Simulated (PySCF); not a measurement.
Species: C₅H₆BN.
Bonds: C1–C2 (triple), C2–C3, C3–C4 (triple), C4–B5, B5–C6, B5–N7. Hydrogens: H8 on C1; H9, H10, H11 on C6; H12, H13 on N7.

Torsions of this conformer, `[CH:1]#[C:2][C:3]#[C:4][B:5]([CH3:6])[NH2:7]`: H–N7–B5–C4 180°, H–N7–B5–C4 0°.

The closed-shell ground state was solved at several levels (PySCF, density fitting, gas phase, non-relativistic). Geometry: GFN2-xTB; no solvent, vibrations or thermal averaging. GFN2-xTB frequencies show an imaginary mode (65i cm⁻¹), so this geometry is no minimum at that level.

```csv
level,basis functions,HOMO (eV),LUMO (eV),gap (eV),dipole (D)
B3LYP/pcJ-1,249,-6.98,-1.51,5.47,1.83
PBE0/pcSseg-1,149,-7.23,-1.36,5.87,1.81
```

Question: Estimate the row for PBE0/def2-SVPD, a basis of 188 functions; the other rows only guide the guess.

Answer: HOMO -7.24 eV, LUMO -1.42 eV, gap 5.82 eV, dipole 1.64 D.

Question: Over all these levels, which gives the widest orbital gap and which the narrowest?

Answer: PBE0/pcSseg-1 (global hybrid, 25 % exact exchange) has the widest, 5.87 eV, and B3LYP/pcJ-1 (global hybrid, 20 % exact exchange) the narrowest, 5.47 eV. Functional and basis both differ between the two, so the spread mixes both effects.

Question: How far do the dipole and the HOMO energy spread over the levels?

Answer: The dipole runs from 1.64 to 1.83 D (mean 1.76 D) and the HOMO from -7.24 to -6.98 eV.
